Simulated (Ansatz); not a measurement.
Consider the redistribution: `[ZnH][SiH]1[SiH2][Te]1` + `CC[SiH2]O` → `O[SiH2][CH2][ZnH]` + `C[SiH]1[SiH2][Te]1`.

Calculated with Ansatz (gas phase, PBE0-D4/def2-TZVP geometries, no zero-point term in ΔE). CCSD(T)/CBS adds triple-zeta CCSD(T) − MP2 to the extrapolated MP2 energy (def2 sets, frozen cores). def2 core potentials past Kr. For Te, Zn outer-core shells are correlated without core-valence functions, which leaves a few kJ/mol of doubt a bond. Scalar relativity is left out up to krypton. Each species was taken in one conformer, which may not be the lowest.

| level | ΔE (kcal/mol) |
| --- | --- |
| SCS-MP2/def2-QZVPP | -4.9 |
| HF/CBS(def2) | -1.5 |

**Question.** What does CCSD(T)/CBS give? (Best estimate.)

**Answer.** Ansatz gave: -4.2 kcal/mol. The listed levels differ from it by -0.7, 2.7 kcal/mol.

Largest T1 diagnostic among the species: 0.014.

In def2-TZVPP, CCSD(T) changes the Hartree–Fock value by −3.0 kcal/mol (the triples alone add −0.3 kcal/mol) and MP2 by −4.7 kcal/mol.

CCSD(T)/CBS has its own doubt, a few kJ/mol and more with outer-core shells, so smaller differences from it don't rank the levels.
